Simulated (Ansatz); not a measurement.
Total energies of Sn₁₂O₂₀F₁₂H₆²⁺ (started as a model of: [(RSn)12O14(OH)6]2+, R = F) from Ansatz at PBE0-D4/def2-SVP, gas phase (1 Eh = 27.2114 eV = 2625.5 kJ/mol). The reference geometry is relaxed at r2SCAN-D4/def2-SVP.

```xyz
50

Sn    0.182    2.315    2.492
Sn   -0.859    3.255   -0.515
Sn    2.332    2.482   -0.030
Sn   -2.403    0.739   -1.999
Sn    2.932   -0.554   -1.188
Sn   -0.662   -0.834    3.030
Sn    2.403   -0.739    1.999
Sn   -2.932    0.554    1.188
Sn    0.662    0.834   -3.030
Sn   -0.182   -2.315   -2.492
Sn    0.859   -3.255    0.515
Sn   -2.332   -2.482    0.030
O     0.380    1.848    0.447
O     1.012    0.432    2.940
O    -1.492    1.039    2.560
O    -2.469    1.922   -0.262
O    -0.781    2.053   -2.242
O     3.029    0.589    0.573
O     2.212    1.328   -1.787
O    -3.029   -0.589   -0.573
O    -1.012   -0.432   -2.940
O     2.469   -1.922    0.263
O     1.492   -1.039   -2.560
O     0.781   -2.053    2.242
O    -2.212   -1.328    1.787
O    -0.380   -1.848   -0.447
O    -0.948    3.791    1.514
O     2.077    3.057    1.974
O     1.090    3.950   -0.877
O     0.948   -3.791   -1.514
O    -2.077   -3.057   -1.974
O    -1.090   -3.950    0.877
F     0.102    3.079    4.239
F    -1.782    4.779   -1.201
F     3.989    3.382   -0.323
F    -3.825    1.149   -3.184
F     4.656   -0.904   -1.896
F    -1.059   -1.350    4.811
F     3.825   -1.149    3.184
F    -4.656    0.904    1.896
F     1.059    1.350   -4.811
F    -0.102   -3.079   -4.239
F     1.782   -4.779    1.201
F    -3.989   -3.382    0.323
H    -1.383    4.569    1.908
H     2.684    3.583    2.526
H     1.357    4.782   -1.308
H     1.383   -4.569   -1.908
H    -2.684   -3.583   -2.526
H    -1.357   -4.783    1.307
```

```tsv
state	geometry	energy (Eh)
charge 2 singlet	reference	-5273.82357
charge 3 doublet	reference	-5273.17900
charge 1 doublet	reference	-5274.18098
```

In the def2 sets Sn takes a core potential; there is no spin–orbit coupling. Single mean-field runs in def2-SVP are fitted with def2-universal-jkfit.

Problem. Work out the vertical ionisation energy to the doublet.

Solution. E(charge 3 doublet) − E(charge 2 singlet) = -5273.17900 − (-5273.82357) = 0.64457 Eh = 17.54 eV. For comparison, −ε of the highest occupied level is 16.37 eV at this level, 1.17 eV less.

Problem. Work out the vertical electron affinity, to the doublet.

Solution. E(charge 2 singlet) − E(charge 1 doublet) = -5273.82357 − (-5274.18098) = 0.35741 Eh = 9.73 eV.

Problem. Give the fundamental gap IE − EA, the Mulliken electronegativity (IE + EA)/2 and the hardness (IE − EA)/2.

Solution. From the values in Eh: IE − EA = 0.64457 − 0.35741 = 0.28716 Eh = 7.81 eV; (IE + EA)/2 = 13.63 eV; (IE − EA)/2 = 3.91 eV. The HOMO–LUMO gap of the same run is 5.58 eV, 2.23 eV smaller than the fundamental gap.
